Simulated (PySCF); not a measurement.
propylene glycol (C₃H₈O₂), singlet, at a GFN2-xTB geometry; PBE0/STO-3G run with PySCF.

The PySCF input:
```python
from pyscf import gto, scf, dft

mol = gto.M(
    atom='''
C     1.83324331    0.13638099    0.35090210
C     0.42691443    0.30654220   -0.21207806
O    -0.28124422    1.34971891    0.43155499
C    -0.38814764   -0.99223231   -0.10847029
O    -1.67642873   -0.82208827   -0.63781928
H     2.36667096    1.08275455    0.30757844
H     1.78849069   -0.19345144    1.38820166
H     2.38133734   -0.60316406   -0.22521041
H     0.47213216    0.61355869   -1.26229834
H    -0.25594914    1.19385292    1.38370519
H     0.09000513   -1.79465989   -0.67338889
H    -0.44945832   -1.29548663    0.95090902
H    -1.96390590    0.07140544   -0.40150486
''',
    basis='sto-3g',
    verbose=4,
)

mf = dft.RKS(mol)
mf.xc = 'pbe0'
mf.kernel()
```

It wrote (shortened):

```
PySCF version 2.14.0

[INPUT] verbose = 4
[INPUT] num. atoms = 13
[INPUT] num. electrons = 42
[INPUT] charge = 0
[INPUT] spin (= nelec alpha-beta = 2S) = 0
[INPUT] symmetry False subgroup None
[INPUT] Mole.unit = angstrom
[INPUT] Symbol           X                Y                Z      unit          X                Y                Z       unit  Magmom
[INPUT]  1 C      1.833243310000   0.136380990000   0.350902100000 AA    3.464327775591   0.257722719697   0.663108865535 Bohr   0.0
[INPUT]  2 C      0.426914430000   0.306542200000  -0.212078060000 AA    0.806751351325   0.579280803622  -0.400769450429 Bohr   0.0
[INPUT]  3 O     -0.281244220000   1.349718910000   0.431554990000 AA   -0.531474549917   2.550599085046   0.815520738789 Bohr   0.0
[INPUT]  4 C     -0.388147640000  -0.992232310000  -0.108470290000 AA   -0.733492735496  -1.875047317845  -0.204979140752 Bohr   0.0
[INPUT]  5 O     -1.676428730000  -0.822088270000  -0.637819280000 AA   -3.167991167052  -1.553521680517  -1.205303756167 Bohr   0.0
[INPUT]  6 H      2.366670960000   1.082754550000   0.307578440000 AA    4.472359941361   2.046109559627   0.581239013421 Bohr   0.0
[INPUT]  7 H      1.788490690000  -0.193451440000   1.388201660000 AA    3.379757580434  -0.365570240003   2.623320943067 Bohr   0.0
[INPUT]  8 H      2.381337340000  -0.603164060000  -0.225210410000 AA    4.500075382800  -1.139814881581  -0.425585995301 Bohr   0.0
[INPUT]  9 H      0.472132160000   0.613558690000  -1.262298340000 AA    0.892200476999   1.159457885447  -2.385398150093 Bohr   0.0
[INPUT] 10 H     -0.255949140000   1.193852920000   1.383705190000 AA   -0.483673776418   2.256055051812   2.614823846239 Bohr   0.0
[INPUT] 11 H      0.090005130000  -1.794659890000  -0.673388890000 AA    0.170085045506  -3.391415678842  -1.272520577425 Bohr   0.0
[INPUT] 12 H     -0.449458320000  -1.295486630000   0.950909020000 AA   -0.849353129207  -2.448114928736   1.796957617179 Bohr   0.0
[INPUT] 13 H     -1.963905900000   0.071405440000  -0.401504860000 AA   -3.711244285417   0.134936725404  -0.758734223082 Bohr   0.0

nuclear repulsion = 195.328208364368
number of shells = 23
number of NR pGTOs = 99
number of NR cGTOs = 33
basis = sto-3g
ecp = {}

******** <class 'pyscf.dft.rks.RKS'> ********
method = RKS
initial guess = minao
damping factor = 0
level_shift factor = 0
DIIS = <class 'pyscf.scf.diis.CDIIS'>
diis_start_cycle = 1
diis_space = 8
diis_damp = 0
SCF conv_tol = 1e-09
SCF conv_tol_grad = None
SCF max_cycles = 50
direct_scf = True
direct_scf_tol = 1e-13
XC library pyscf.dft.libxc version 7.1.2
    S. Lehtola, C. Steigemann, M. J. T. Oliveira, and M. A. L. Marques,  SoftwareX 7, 1–5 (2018)
XC functionals = pbe0
    C. Adamo and V. Barone,  J. Chem. Phys. 110, 6158 (1999)
    M. Ernzerhof and G. E. Scuseria,  J. Chem. Phys. 110, 5029 (1999)
radial grids:
    Treutler-Ahlrichs [JCP 102, 346 (1995); DOI:10.1063/1.469408] (M4) radial grids

becke partition: Becke, JCP 88, 2547 (1988); DOI:10.1063/1.454033
pruning grids: <function nwchem_prune>
grids dens level: 3
symmetrized grids: False
atomic radii adjust function: <function treutler_atomic_radii_adjust>
small_rho_cutoff = 0
Set gradient conv threshold to 3.16228e-05
Initial guess from minao.
tot grids = 148984
init E= -266.312999049548
  HOMO = -0.297443859497133  LUMO = 0.17686964513543  gap/eV = 12.90673
cycle= 1 E= -265.635176843233  delta_E= 0.678  |g|= 0.601  |ddm|= 4.25
  HOMO = -0.00842815620935833  LUMO = 0.340012702706489  gap/eV = 9.48156
cycle= 2 E= -265.659949161363  delta_E= -0.0248  |g|= 0.579  |ddm|= 1.59
  HOMO = -0.130082127978902  LUMO = 0.322396340140317  gap/eV = 12.31257
cycle= 3 E= -265.758011402876  delta_E= -0.0981  |g|= 0.0459  |ddm|= 0.787
  HOMO = -0.141194740033297  LUMO = 0.31169571534756  gap/eV = 12.32378
cycle= 4 E= -265.758679237485  delta_E= -0.000668  |g|= 0.0104  |ddm|= 0.0794
  HOMO = -0.139253327723651  LUMO = 0.31406811117379  gap/eV = 12.33550
cycle= 5 E= -265.758714939594  delta_E= -3.57e-05  |g|= 0.000923  |ddm|= 0.0157
  HOMO = -0.139362979011784  LUMO = 0.31412987713194  gap/eV = 12.34017
cycle= 6 E= -265.758715189366  delta_E= -2.5e-07  |g|= 0.000359  |ddm|= 0.00177
  HOMO = -0.139361030597085  LUMO = 0.31408827187275  gap/eV = 12.33898
cycle= 7 E= -265.758715229706  delta_E= -4.03e-08  |g|= 2.89e-05  |ddm|= 0.000527
  HOMO = -0.139357557965416  LUMO = 0.314089001492296  gap/eV = 12.33891
cycle= 8 E= -265.758715230004  delta_E= -2.98e-10  |g|= 7.9e-06  |ddm|= 5.15e-05
  HOMO = -0.139356090174442  LUMO = 0.314089568538463  gap/eV = 12.33888
Extra cycle  E= -265.75871523001  delta_E= -5.74e-12  |g|= 6.84e-06  |ddm|= 1.83e-05
converged SCF energy = -265.75871523001
```
